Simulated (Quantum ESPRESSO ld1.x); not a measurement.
Results of a calculation; reference values are marked as such.
Se1.625+, configuration 1s1.375 2s2 2p6 3s2 3p6 3d10 4s2 4p3 (fractional occupations, a model configuration).

Code: ld1.x of Quantum ESPRESSO 7.5. Model: Dirac Kohn-Sham, LDA (Slater exchange, Perdew-Zunger correlation), spin-unpolarised, spherical densities, point nucleus; open shells are shared between the two j in proportion to 2j + 1.

Energy parts (eV):
| part | energy |
|---|---|
| total | -58140.2 |
| kinetic | 59441.1 |
| electron-nucleus | -141845.1 |
| Hartree | 26388.7 |
| exchange-correlation | -2124.9 |

Orbitals (lengths in bohr, moments of r in powers of bohr; <r^-3> diverges for s and p1/2):
orbital   occ.  eigenvalue (eV)  <r^-3>       <r^4>      <r>   <1/r>
1s1/2    1.375         -12754.3       -  0.00001723  0.04388   34.68
2s1/2        2         -1680.79       -    0.003371   0.1934   7.785
2p1/2        2         -1529.87       -    0.002270   0.1654   7.792
2p3/2        4         -1485.57    1237    0.002447   0.1691   7.547
3s1/2        2         -243.484       -      0.2145   0.5644   2.546
3p1/2        2         -188.092       -      0.2433   0.5676   2.442
3p3/2        4         -181.753   178.7      0.2613   0.5780   2.383
3d3/2        4         -81.4222   22.67      0.4407   0.6005   2.123
3d5/2        6         -80.4035   21.93      0.4529   0.6046   2.107
4s1/2        2         -35.8616       -       14.99    1.650  0.8070
4p1/2        1         -23.7447       -       29.01    1.915  0.6867
4p3/2        2         -23.1733   16.20       30.96    1.948  0.6735

The highest occupied level is 4p3/2 at -23.173 eV. The density falls to 0.001 e/bohr^3 at r = 3.67 bohr.
